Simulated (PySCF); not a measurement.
Gas-phase reaction: SbI3 + 4 Cl2 → SbCl5 + 3 ICl. Level: M06-2X/def2-TZVP†; standard pressure 1 bar.

Method: PySCF energies plus ideal-gas RRHO corrections (1 bar). † marks an energy on the PBE0/def2-TZVP geometry and frequencies. All species are closed-shell singlets. I, Sb: scalar-relativistic def2 core potential, no spin-orbit coupling. The harmonic model lacks anharmonicity and excited electronic states, which grow with temperature; levels with a mode under 35 cm⁻¹ are left out. Soft modes under 120 cm⁻¹ make the harmonic entropy rough for SbI3, SbCl5.

```tsv
T (K)	1000/T (1/K)	log10 K
600	1.6667	20.30
800	1.2500	?
1000	1.0000	9.42
1200	0.8333	6.73
1400	0.7143	4.83
1600	0.6250	3.41
```

### Question
Fit log10 K = a + b·(1000/T) to the five rows, get the mean ΔH° and ΔS°, and predict log10 K at 800 K.

### Answer
Means: 1000/T = 0.9679, log10 K = 8.938. Sums of products about the means: Sxy = 11.18977, Sxx = 0.689362, so b = Sxy/Sxx = 16.23 and a = 8.938 − (16.23)×0.9679 = -6.77.
ΔH° = −R ln 10 × 1000 K × b = −19.145 × (16.23) = -311 kJ; ΔS° = R ln 10 × a = -130 J/K. The run's own values go from -315 kJ and -136 J/K at 600 K to -302 kJ and -124 J/K at 1600 K.
Prediction at 800 K: -6.77 + (16.23)×1.2500 = 13.52. The computed value is 13.48, 0.04 from the line.
For scale, ΔH°(298 K) is -319 kJ at this level, -316 kJ at ωB97M-V/def2-TZVP†, and runs from -326 to -183 kJ over the 17 levels computed.
